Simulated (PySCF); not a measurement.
Nb(NH)(F)(Cl)2 (Cl2FHNNb), SMILES [NH]=[Nb]([F])([Cl])[Cl], multiplicity 1. Geometry: PBE-D3(BJ)/def2-SVP. The spin state was assumed, not searched. The structure was generated by enumeration; whether it is a known compound was not checked. The def2 effective core potentials stand for the cores of Nb; spin–orbit coupling is left out.

Question: Give the equilibrium geometry at PBE-D3(BJ)/def2-SVP (PySCF confirms it by a frequency run) as bond lengths and angles, and its point group. (Estimate from the structure and the level; the computed values follow.)

Answer: point group Cs.
Atoms: Nb1 N2 H3 F4 Cl5 Cl6. Bond lengths (Å): Nb1–N2 1.745, Nb1–F4 1.873, Nb1–Cl5 2.308, Nb1–Cl6 2.308, N2–H3 1.025. Angles (°): N2–Nb1–F4 107.2, N2–Nb1–Cl5 106.9, N2–Nb1–Cl6 106.9, F4–Nb1–Cl5 111.8, F4–Nb1–Cl6 111.8, Cl5–Nb1–Cl6 111.8, Nb1–N2–H3 179.5.
